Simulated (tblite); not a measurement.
Species: C₄H₉ClO₂Si.
Numbering: `[SiH3:1][O:2][C@@H:3]1[O:4][CH2:5][CH2:6][C@H:7]1[Cl:8]` (hydrogens: H9, H10, H11 on Si1; H12 on C3; H13, H14 on C5; H15, H16 on C6; H17 on C7)

The geometry is computed with GFN2-xTB (gas phase).

Task: List the bond lengths, angles and torsions at this level.

Result: 
```csv
bond,length (Å),order
Si1–O2,1.637,single
O2–C3,1.378,single
C3–O4,1.399,single
O4–C5,1.425,single
C5–C6,1.528,single
C6–C7,1.521,single
C7–Cl8,1.776,single
C3–C7,1.535,single
Si1–H9,1.467,single
"Si1–H10, Si1–H11",1.457,single
C3–H12,1.100,single
C5–H13,1.097,single
C5–H14,1.091,single
C6–H15,1.087,single
C6–H16,1.091,single
C7–H17,1.089,single
```

Bonds in one row agree within 0.01 Å and their mean is given. Orders are formal, as drawn. A selection of angles:
```csv
angle,degrees
O2–Si1–H9,111.6
O2–Si1–H10,96.8
H9–Si1–H10,111.7
H9–Si1–H11,109.6
H10–Si1–H11,114.8
Si1–O2–C3,122.7
O2–C3–O4,111.3
O2–C3–C7,109.1
O2–C3–H12,108.3
O4–C3–C7,106.7
O4–C3–H12,108.7
C7–C3–H12,112.7
C3–O4–C5,110.6
O4–C5–C6,106.4
O4–C5–H13,108.3
O4–C5–H14,108.4
C6–C5–H13,111.0
C6–C5–H14,113.3
H13–C5–H14,109.3
C5–C6–C7,101.6
C5–C6–H15,112.7
C5–C6–H16,110.8
C7–C6–H15,112.9
C7–C6–H16,108.9
H15–C6–H16,109.7
C6–C7–Cl8,110.9
C6–C7–H17,114.7
Cl8–C7–H17,107.6
C3–C7–C6,101.8
C3–C7–Cl8,110.5
C3–C7–H17,111.3
```

Dihedral angles: Si1–O2–C3–O4 -6° (synperiplanar); O2–C3–O4–C5 -108° (anticlinal); C3–O4–C5–C6 12° (synperiplanar); O4–C5–C6–C7 -30°; C5–C6–C7–Cl8 -83° (synclinal); O2–C3–C7–C6 91° (anticlinal).

Of the pairs four or more bonds apart, Si1···C5 is among the closest relative to their van der Waals radii: 3.63 Å, 96 % of the sum of Bondi's values. Si1 (oxygen-bound silicon) has angles from 96.8° to 114.8°. The C–O distances run from 1.378 Å (O2–C3, drawn single) to 1.425 Å (O4–C5, drawn single), a spread of 0.047 Å. The 5-membered ring C3–O4–C5–C6–C7 has internal angles of 101.6° to 110.6°; it is puckered, 0.16 Å rms from its mean plane, widest ring torsion 35°. O2 (silyl ether oxygen) is bent (angle 122.7°).

Point group: C1 (no symmetry element, even within 0.4 Å). Its GFN2-xTB frequencies are all real (lowest 53 cm⁻¹). One conformer, not necessarily the lowest.
